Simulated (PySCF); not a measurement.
**Levels of Ba⁺ from EOM-EA-GCCSD**

Reference: closed-shell Ba²⁺, [Xe]; one electron is added. Calculated with PySCF 2.14, two-component X2C-1e with screened spin-orbit coupling, x2c-TZVPPall-2c with one added diffuse shell each of s, p, d type (12s12p10d2f1g, 121 functions); frozen [Ar] 3d10; the 18 highest virtual spinors dropped; of the others 110 kept and the rest restored at second order. No Breit or QED terms. Binding energies in eV.

```
level  Koopmans  second order  EOM-CCSD    NIST
6s1/2     9.343         9.998     9.934  10.004
5d3/2     8.448         9.116     9.100   9.400
5d5/2     8.384         9.006     8.995   9.300
6p1/2     7.097         7.462     7.440   7.492
6p3/2     6.920         7.251     7.227   7.282
7s1/2     4.566         4.752     4.724   4.752
6d3/2     4.103         4.214     4.207   4.307
6d5/2     4.080         4.184     4.179   4.281
7p1/2     3.729         3.861     3.846   3.880
```

Electric-dipole lines between these computed levels:

| lower | upper | ΔE (eV) | vacuum wavelength (nm) |
| --- | --- | --- | --- |
| 6s1/2 | 6p1/2 | 2.494 | 497.1 |
| 6s1/2 | 6p3/2 | 2.707 | 458.0 |
| 6s1/2 | 7p1/2 | 6.089 | 203.6 |
| 5d3/2 | 6p1/2 | 1.660 | 747.0 |
| 5d3/2 | 6p3/2 | 1.873 | 662.0 |
| 5d3/2 | 7p1/2 | 5.254 | 236.0 |
| 5d5/2 | 6p3/2 | 1.768 | 701.2 |
| 6p1/2 | 7s1/2 | 2.717 | 456.4 |
| 6p1/2 | 6d3/2 | 3.233 | 383.5 |
| 6p3/2 | 7s1/2 | 2.504 | 495.2 |
| 6p3/2 | 6d3/2 | 3.020 | 410.6 |
| 6p3/2 | 6d5/2 | 3.048 | 406.8 |
| 7s1/2 | 7p1/2 | 0.878 | 1412 |
| 6d3/2 | 7p1/2 | 0.362 | 3428 |

Quantum defects δ = n − Z_c √(13.6057 eV / E) with Z_c = 2: 6s1/2 3.659, 5d3/2 2.554, 5d5/2 2.540, 6p1/2 3.295, 6p3/2 3.256, 7s1/2 3.606, 6d3/2 2.403, 6d5/2 2.391, 7p1/2 3.238.

Gaps of this size point to the basis (12s12p10d2f1g), which has few functions of high l to correlate and polarise the inner shells.

The highest levels are limited by the diffuse functions of the basis.
